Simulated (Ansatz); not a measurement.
Cost and result for the atomization energy of `O[SiH2]/C=C\[SiH](O)O` (15 atoms, 14 bonds).

Z-matrix (Å, degrees):
```
Si
C 1 1.867
O 1 1.637 2 112.9
H 1 1.485 2 109.0 3 -118.6
H 1 1.491 2 106.9 3 124.5
C 2 1.338 1 128.6 3 -3.6
H 2 1.094 1 114.4 3 177.0
H 3 0.968 1 116.3 2 49.5
Si 6 1.853 2 129.3 1 0.8
H 6 1.092 2 117.7 1 -179.9
O 9 1.645 6 108.0 2 -167.3
O 9 1.659 6 107.9 2 -49.5
H 9 1.487 6 114.0 2 72.7
H 11 0.957 9 117.4 6 -126.7
H 12 0.959 9 116.8 6 -160.3
```

Charge 0, multiplicity 1. All single points use the PBE0-D4/def2-TZVP geometry. It is one conformer, not always the lowest. Program: Ansatz. All runs use 2 threads of an AMD EPYC 7R13 on a shared host and a share of an NVIDIA H100 80 GB. Times are those of one run each, without the atoms' runs, and a repeat can differ threefold. Electronic energies, without spin–orbit coupling; frozen cores. CCSD(T)/CBS adds CCSD(T) − MP2 in def2-TZVPP to the MP2 limit, and its time is that of the two runs behind it. T1 = 0.012; the RHF reference is unstable towards UHF. B3LYP takes the VWN-RPA correlation (the form of Gaussian; ORCA's B3LYP/G).

CCSD(T)/CBS is a level of theory with its own doubt, some kJ/mol a heavy atom from the limit and from the frozen cores, so smaller differences don't rank the functionals.

```csv
level,functions,wall time,atomization (kJ/mol),difference from CCSD(T)/CBS,per bond
PBE0-D4/def2-TZVPP,351,4.2 s,5843.7,-65.2,-4.7
r2SCAN-D4/def2-TZVPP (with forces),351,5.5 s,5893.1,-15.8,-1.1
PBE-D4/def2-TZVPP (with forces),351,6.5 s,5957.1,48.2,3.4
B3LYP-D4/def2-TZVPP (with forces),351,6.5 s,5868.6,-40.3,-2.9
B2PLYP/def2-TZVPP,351,6.5 s,5816.0,-92.9,-6.6
MP2/def2-QZVPP,665,8 s,5965.7,56.8,4.1
ωB97X-V/def2-TZVPP,351,8.5 s,5895.2,-13.7,-1.0
ωB97M-V/def2-TZVPP (with forces),351,12 s,5902.4,-6.5,-0.5
CCSD(T)/def2-TZVPP,351,24 s,5737.3,-171.6,-12.3
CCSD(T)/CBS(def2),–,32 s,5908.9,0.0,0.0
```

The D4 term adds +63.3 kJ/mol with B3LYP and +33.7 kJ/mol with PBE0; it sums over pairs of atoms, weighted by their polarisabilities, and B3LYP, whose exchange is more repulsive, gets the larger term. In def2-TZVPP, CCSD(T) changes the Hartree–Fock value by +1485.2 kJ/mol (the triples alone add +90.5 kJ/mol) and MP2 by +1611.1 kJ/mol; breaking electron pairs costs correlation energy, which Hartree–Fock lacks. From PBE to PBE0 (25 % exact exchange), in def2-TZVPP and without D4, the atomization energy moves by −107.6 kJ/mol: exact exchange takes away binding that semilocal exchange gives to molecules.
